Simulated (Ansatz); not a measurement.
PBE exchange is replaced step by step with exact exchange (0 % is PBE, 25 % PBE0; no dispersion term), basis def2-TZVP, Ansatz. System: Au2Se (the lowest singlet isomer of a short search). Charge 0, multiplicity 1. Geometry: r2SCAN-D4/def2-TZVP, each spin state at its own.

The relaxed triplet has other bonds than the singlet, so its gap is one between isomers.

Geometry of the singlet:

Cartesian coordinates in Å:
```
Au 0.997 1.327 -0.326
Au -0.261 -1.177 1.187
Se -0.736 -0.151 -0.862
```

In the def2 sets Au takes a core potential; there is no spin–orbit coupling. The structure comes from a short search, and lower isomers may exist.

```
exact exchange (%)  HOMO (eV)  LUMO (eV)  gap (eV)  triplet − singlet (kJ/mol)  quintet − singlet (kJ/mol)
                 0      -5.27      -3.91      1.36                       101.1                       268.9
                 5      -5.45      -3.74      1.72                       105.9                       272.8
                10      -5.64      -3.56      2.08                       110.6                       276.7
                15      -5.82      -3.38      2.44                       115.0                       280.5
                25      -6.19      -3.03      3.15                       123.2                       288.1
                35      -6.55      -2.68      3.87                       130.5                       295.4
```

**Question.** Estimate the row for 50 %.

**Answer.** 
| exact exchange (%) | HOMO (eV) | LUMO (eV) | gap (eV) | triplet − singlet (kJ/mol) | quintet − singlet (kJ/mol) |
| --- | --- | --- | --- | --- | --- |
| 50 | -7.09 | -2.16 | 4.93 | 140.4 | 306.6 |
